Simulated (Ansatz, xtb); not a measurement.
**FH2InSSi2: which of two structures lies lower**

Structure a is a singlet given by its coordinates and structure b is a singlet given by its coordinates. Both are isolated molecules in the gas phase, relaxed with B3LYP-D3(BJ)/def2-SVP.

a (Å):

```xyz
7

F    -2.8537    3.6171   -1.1238
In   -2.3913   -0.1124   -2.3548
S    -3.3525    0.7776    0.1771
Si   -2.4582    2.7361    0.2006
Si   -0.8992    1.0903   -0.0975
H    -2.8643    3.5483    1.3746
H    -0.4329    0.7328    1.2973
```

Close contacts (Å): F1–Si4 1.64, In2–S3 2.85, In2–Si5 2.96, S3–Si4 2.15, S3–Si5 2.49, Si4–Si5 2.29, Si4–H6 1.48, Si5–H7 1.51.

b (Å):

```xyz
7

F    -1.5362    3.2954    1.1742
In   -3.8915    3.4784    0.4927
S    -3.1677    0.8143    0.8154
Si   -0.9905    1.6252    1.3636
Si   -1.7226    1.1008   -0.8456
H    -1.6843   -0.1289   -1.6869
H    -2.2433    2.2492   -1.6753
```

Close contacts (Å): F1–In2 2.46, F1–Si4 1.77, In2–S3 2.78, S3–Si4 2.39, S3–Si5 2.22, Si4–Si5 2.39, Si5–H6 1.49, Si5–H7 1.51.

Problem. Estimate E(b) − E(a) at the level CCSD(T)/def2-SVP + ΔMP2/def2-TZVPP.

Solution. Calculated at CCSD(T)/def2-SVP + ΔMP2/def2-TZVPP: E(b) − E(a) = +6.0 kcal/mol, so structure a lies lower.

The same difference at several levels:

```json
{"level": "B3LYP-D3(BJ)/def2-SVP", "geometry": "B3LYP-D3(BJ)/def2-SVP", "E(b) − E(a) (kcal/mol)": "+0.6", "departure from the last row (kcal/mol)": "−5.4", "job, with rough time for the two": "optimisation, 61 s"}
{"level": "HF/def2-SVP", "geometry": "B3LYP-D3(BJ)/def2-SVP", "E(b) − E(a) (kcal/mol)": "+2.9", "departure from the last row (kcal/mol)": "−3.1", "job, with rough time for the two": "part of the CCSD(T) run"}
{"level": "MP2/def2-SVP", "geometry": "B3LYP-D3(BJ)/def2-SVP", "E(b) − E(a) (kcal/mol)": "+3.2", "departure from the last row (kcal/mol)": "−2.8", "job, with rough time for the two": "part of the CCSD(T) run"}
{"level": "CCSD(T)/def2-SVP", "geometry": "B3LYP-D3(BJ)/def2-SVP", "E(b) − E(a) (kcal/mol)": "+1.7", "departure from the last row (kcal/mol)": "−4.3", "job, with rough time for the two": "single point"}
{"level": "CCSD(T)/def2-SVP + ΔMP2/def2-TZVPP", "geometry": "B3LYP-D3(BJ)/def2-SVP", "E(b) − E(a) (kcal/mol)": "+6.0", "departure from the last row (kcal/mol)": "", "job, with rough time for the two": "single point, 22 s"}
```

The levels shown agree on the order. The largest departure from CCSD(T)/def2-SVP + ΔMP2/def2-TZVPP is that of B3LYP-D3(BJ)/def2-SVP, 5.4 kcal/mol. Levels run at GFN2-xTB geometries aren't shown. The last row adds to CCSD(T) the change of the MP2 difference between the two basis sets, here +4.3 kcal/mol, a large step that makes the value less sure.

With harmonic frequencies from B3LYP-D3(BJ)/def2-SVP (ideal gas, rigid rotor, one conformer each, 298.15 K, 1 atm): on the last row, ΔE + ΔZPE = +5.6 kcal/mol. A mode under 50 cm⁻¹ makes harmonic enthalpies and free energies unreliable, so none is given.

The correlated steps freeze 20 core orbitals; the filled d shell of In is correlated, in a basis made for valence electrons. Atoms past krypton carry core potentials in the def2 sets and no spin–orbit term is included. Programs: Ansatz 0.2.0; the last row on 2 threads of Intel(R) Xeon(R) 6975P-C (Granite Rapids) on a shared host.
